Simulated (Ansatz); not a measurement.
The cluster Sr6S5⁺, relaxed as a quartet with UKS r2SCAN-D4/def2-SVP in Ansatz, starting from the r2SCAN-D4/def2-SVP geometry of the charge +1 doublet. Force threshold 0.03 eV/Å.

In the def2 sets Sr takes a core potential; there is no spin–orbit coupling. At r2SCAN-D4/def2-SVP a doublet of charge 1 lies 2.09 eV below the quartet, each at its own geometry. The structure comes from a short search, and lower isomers may exist.

Start:

Cartesian coordinates in Å:
```
Sr -0.893 -1.239 1.127
Sr 1.908 -2.571 -0.690
Sr 2.287 -2.388 3.165
Sr 0.943 1.546 -0.576
Sr -2.162 0.928 -2.276
Sr -2.020 4.108 -0.053
S 0.558 -3.718 1.492
S -0.148 -0.967 -1.753
S 2.101 -0.376 1.235
S -0.631 3.284 -2.277
S -1.945 1.393 0.605
```

| step | energy (eV) | largest force component (eV/Å) | SCF passes |
| --- | --- | --- | --- |
| 1 | -59185.7788 | 0.616 | 49 |
| 2 | -59185.9044 | 0.587 | 32 |
| 3 | -59186.0164 | 0.077 | 29 |
| 4 | -59186.0192 | 0.026 | 25 |
| 5 | -59186.0194 | 0.029 | 31 |
| 6 | -59186.0203 | 0.018 | 27 |
| 7 | -59186.0214 | 0.023 | 27 |
| 8 | -59186.0228 | 0.032 | 27 |
| 9 | -59186.0298 | 0.114 | 30 |
| 10 | -59186.0350 | 0.211 | 29 |
| 11 | -59186.0459 | 0.235 | 30 |
| 13 (rejected) | -59185.9971 | 0.626 | 36 |
| 15 (rejected) | -59186.0336 | 0.308 | 32 |
| 17 (rejected) | -59186.0751 | 0.050 | 31 |
| 19 | -59186.0774 | 0.017 | 28 |
| 21 | -59186.0781 | 0.018 | 32 |
| 23 | -59186.0799 | 0.122 | 34 |
| 25 | -59186.0854 | 0.074 | 27 |
| 27 | -59186.0887 | 0.041 | 30 |
| 29 (rejected) | -59186.0758 | 0.196 | 31 |
| 31 | -59186.0900 | 0.007 | 28 |

Force components are those of the run's own axes.

End:

```xyz
11

Sr   -0.781   -1.089    1.237
Sr    1.867   -2.714   -0.631
Sr    2.504   -2.691    2.998
Sr    1.203    1.495   -0.550
Sr   -2.148    0.866   -2.329
Sr   -2.718    4.186   -0.306
S     0.313   -3.659    1.524
S    -0.075   -0.899   -1.719
S     2.106   -0.425    1.305
S    -0.618    3.263   -1.997
S    -1.654    1.666    0.468
```

By distances, no bond broke or formed, bridged metal pairs apart. The bond that changes most is Sr1–S9, from 3.12 to 2.96 Å (atoms count from 1). Metal–metal contacts that move far: Sr4–Sr6 3.95 to 4.76 Å.

The force fell under the threshold at step 4, but the optimiser went on and released 0.071 eV more. No frequencies were taken in this run, so the end may be a saddle point.

Hardware: 4 threads of Intel Xeon on a shared host. Wall time 25 min.
